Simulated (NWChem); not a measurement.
System: Si$_{2}$H$_{3}$ClF$_{2}$; SMILES F[Si](F)([SiH3])Cl

The following NWChem deck was run.

```
start job
memory heap 200 mb stack 900 mb global 1100 mb
geometry units angstroms
  F     -0.589661     1.542071     0.626376
  Si    -0.097080     0.075973     0.197943
  F     -0.674362    -0.739575     1.454749
  Si     2.192956    -0.039640     0.118049
  Cl    -1.213680    -0.453844    -1.374007
  H      2.630485    -1.413256    -0.137792
  H      2.713404     0.820400    -0.948743
  H      2.771231     0.425172     1.381290
end
basis spherical
  * library def2-svp
end
dft
  xc xpbe96 cpbe96
  disp vdw 4
  iterations 150
end
driver
  maxiter 120
end
task dft optimize
task dft freq
```

Output (shortened):

```
             Northwest Computational Chemistry Package (NWChem) 7.3.0
             --------------------------------------------------------

 C1  symmetry detected

                             Geometry "geometry" -> ""
                             -------------------------

 Output coordinates in angstroms (scale by  1.889725989 to convert to a.u.)

  No.       Tag          Charge          X              Y              Z
 ---- ---------------- ---------- -------------- -------------- --------------
    1 F                    9.0000     1.29122045    -0.29683931     1.21335286
    2 Si                  14.0000     0.25973256    -0.09784757     0.00006425
    3 F                    9.0000     1.28961276    -0.29711344    -1.21549088
    4 Si                  14.0000    -0.62133273     2.02058036    -0.00108930
    5 Cl                  17.0000    -0.92438386    -1.70918134     0.00050659
    6 H                    1.0000    -1.45148286     2.23225576    -1.18841885
    7 H                    1.0000    -1.44990989     2.23252327     1.18933927
    8 H                    1.0000     0.45082179     3.01861952     0.02406048

 Effective nuclear repulsion energy (a.u.)     376.1145388698

                                Z-matrix (autoz)
                                --------

 Units are Angstrom for bonds and degrees for angles

      Type          Name      I     J     K     L     M      Value
      ----------- --------  ----- ----- ----- ----- ----- ----------
    1 Stretch                  1     2                       1.60488
    2 Stretch                  2     3                       1.60559
    3 Stretch                  2     4                       2.29434
    4 Stretch                  2     5                       1.99963
    5 Stretch                  4     6                       1.46414
    6 Stretch                  4     7                       1.46580
    7 Stretch                  4     8                       1.46500
    8 Bend                     1     2     3                98.31985
    9 Bend                     1     2     4               111.20341
   10 Bend                     1     2     5               106.29101
   11 Bend                     2     4     6               110.58695
   12 Bend                     2     4     7               110.49774
   13 Bend                     2     4     8               110.36327
   14 Bend                     3     2     4               111.13282
   15 Bend                     3     2     5               106.25991
   16 Bend                     4     2     5               121.10637
   17 Bend                     6     4     7               108.49278
   18 Bend                     6     4     8               109.29171
   19 Bend                     7     4     8               107.53244
   20 Torsion                  1     2     4     6         174.15933
   21 Torsion                  1     2     4     7         -65.69868
   22 Torsion                  1     2     4     8          53.10458
   23 Torsion                  3     2     4     6          65.71719
   24 Torsion                  3     2     4     7        -174.14082
   25 Torsion                  3     2     4     8         -55.33755
   26 Torsion                  5     2     4     6         -60.00260
   27 Torsion                  5     2     4     7          60.13939
   28 Torsion                  5     2     4     8         178.94266

  pbe96 is a nonlocal functional; adding pw91lda local functional.

                           NWChem Geometry Optimization
                           ----------------------------

[...]

      ----------------------
      Optimization converged
      ----------------------

  Step       Energy      Delta E   Gmax     Grms     Xrms     Xmax
  ---- ---------------- -------- -------- -------- -------- --------
@    6   -1239.67984485 -1.2D-06  0.00021  0.00006  0.00051  0.00117
                                     ok       ok       ok       ok

                                Z-matrix (autoz)
                                --------

 Units are Angstrom for bonds and degrees for angles

      Type          Name      I     J     K     L     M      Value     Gradient
      ----------- --------  ----- ----- ----- ----- ----- ---------- ----------
    1 Stretch                  1     2                       1.62786   -0.00015
    2 Stretch                  2     3                       1.62786   -0.00015
    3 Stretch                  2     4                       2.33533    0.00021
    4 Stretch                  2     5                       2.06203   -0.00007
    5 Stretch                  4     6                       1.50151   -0.00005
    6 Stretch                  4     7                       1.50153   -0.00004
    7 Stretch                  4     8                       1.50194   -0.00002
    8 Bend                     1     2     3               106.47904    0.00003
    9 Bend                     1     2     4               111.43195   -0.00003
   10 Bend                     1     2     5               108.01573    0.00002
   11 Bend                     2     4     6               108.23611   -0.00002
   12 Bend                     2     4     7               108.23686   -0.00002
   13 Bend                     2     4     8               109.86823   -0.00003
   14 Bend                     3     2     4               111.42821   -0.00003
   15 Bend                     3     2     5               108.01476    0.00002
   16 Bend                     4     2     5               111.25884   -0.00000
   17 Bend                     6     4     7               110.04016    0.00002
   18 Bend                     6     4     8               110.21136    0.00002
   19 Bend                     7     4     8               110.20061    0.00002
   20 Torsion                  1     2     4     6         179.61957   -0.00000
   21 Torsion                  1     2     4     7         -61.14208   -0.00000
   22 Torsion                  1     2     4     8          59.23242   -0.00000
   23 Torsion                  3     2     4     6          60.84121   -0.00000
   24 Torsion                  3     2     4     7        -179.92044    0.00000
   25 Torsion                  3     2     4     8         -59.54593   -0.00000
   26 Torsion                  5     2     4     6         -59.76772   -0.00000
   27 Torsion                  5     2     4     7          59.47064    0.00000
   28 Torsion                  5     2     4     8         179.84514   -0.00000

[...]

 Rotational Constants
 --------------------
 A=   0.087900 cm-1  (  0.126466 K)
 B=   0.057672 cm-1  (  0.082975 K)
 C=   0.048339 cm-1  (  0.069548 K)

 Temperature                      =   298.15K
 frequency scaling parameter      =   1.0000

 Zero-Point correction to Energy  =   20.092 kcal/mol  (  0.032019 au)
 Thermal correction to Energy     =   24.879 kcal/mol  (  0.039648 au)
 Thermal correction to Enthalpy   =   25.472 kcal/mol  (  0.040591 au)

 Total Entropy                    =   87.251 cal/mol-K
   - Translational                =   40.526 cal/mol-K (mol. weight = 131.9430)
   - Rotational                   =   28.266 cal/mol-K (symmetry #  =        1)
   - Vibrational                  =   18.460 cal/mol-K

 Cv (constant volume heat capacity) =   24.667 cal/mol-K
   - Translational                  =    2.979 cal/mol-K
   - Rotational                     =    2.979 cal/mol-K
   - Vibrational                    =   18.708 cal/mol-K

[normal modes left out]

 ----------------------------------------------------------------------------
 Normal Eigenvalue ||           Projected Infra Red Intensities
  Mode   [cm**-1]  || [atomic units] [(debye/angs)**2] [(KM/mol)] [arbitrary]
 ------ ---------- || -------------- ----------------- ---------- -----------
    1       -0.000 ||    0.000001           0.000         0.001       0.000
    2        0.000 ||    0.000138           0.003         0.135       0.037
    3        0.000 ||    0.000176           0.004         0.172       0.048
    4        0.000 ||    0.000294           0.007         0.287       0.079
    5        0.000 ||    0.000004           0.000         0.004       0.001
    6        0.000 ||    0.000376           0.009         0.367       0.102
    7      101.351 ||    0.000466           0.011         0.454       0.126
    8      103.101 ||    0.000043           0.001         0.042       0.012
    9      126.950 ||    0.001081           0.025         1.054       0.292
   10      217.315 ||    0.005030           0.116         4.903       1.358
   11      252.210 ||    0.029058           0.670        28.327       7.843
   12      274.938 ||    0.018974           0.438        18.497       5.121
   13      425.740 ||    0.014691           0.339        14.322       3.965
   14      499.873 ||    0.023546           0.543        22.954       6.355
   15      506.452 ||    0.010990           0.254        10.713       2.966
   16      597.961 ||    0.194544           4.488       189.651      52.509
   17      820.023 ||    0.201882           4.658       196.805      54.489
   18      865.011 ||    0.042622           0.983        41.550      11.504
   19      889.949 ||    0.007459           0.172         7.272       2.013
   20      894.694 ||    0.065631           1.514        63.980      17.714
   21      931.104 ||    0.127203           2.935       124.004      34.333
   22     2171.561 ||    0.029114           0.672        28.382       7.858
   23     2190.988 ||    0.058787           1.356        57.308      15.867
   24     2192.396 ||    0.057090           1.317        55.654      15.409
 ----------------------------------------------------------------------------
```

Level: PBE-D3(BJ)/def2-SVP.
